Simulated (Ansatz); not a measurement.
B(Br)3 anion (BBr3), SMILES BrB(Br)Br (connectivity only; charge and spin as stated), charge -1, multiplicity 2. Atoms are numbered in the order given.

```xyz
4

B      0.0000     0.0000    -0.5381
Br     1.6913    -0.9764     0.0183
Br    -1.6913    -0.9764     0.0183
Br     0.0000     1.9529     0.0183
```
Charge -1, spin multiplicity 2.

Geometry optimised at B3LYP-D3(BJ)/def2-SVPD. The spin state was assumed, not searched. The isomer is the one that the SMILES or the coordinates give; other isomers of the formula were not compared.

Two levels are set side by side: PBE-D3(BJ)/def2-SVPD (Ansatz, a first-principles code) and B3LYP-D3(BJ)/def2-SVPD (Ansatz). Each level has its own optimised geometry; the coordinates shown are those of the second. Differences are taken from unrounded values.

| quantity | B3LYP-D3(BJ) |
|---|---|
| mean bond length (Å) | 2.031 |
| bond B1–Br2 (Å) | 2.031 |
| bond B1–Br3 (Å) | 2.031 |
| bond B1–Br4 (Å) | 2.031 |

**Question.** What does PBE-D3(BJ) give, and how far is it from B3LYP-D3(BJ)? (The exact figures need the calculation; the answer reports its results.)

**Answer.** 
| quantity | PBE-D3(BJ) | PBE-D3(BJ) minus B3LYP-D3(BJ) |
|---|---|---|
| mean bond length (Å) | 2.026 | -0.005 |
| bond B1–Br2 (Å) | 2.026 | -0.005 |
| bond B1–Br3 (Å) | 2.026 | -0.005 |
| bond B1–Br4 (Å) | 2.026 | -0.005 |

On these quantities the two levels nearly agree.
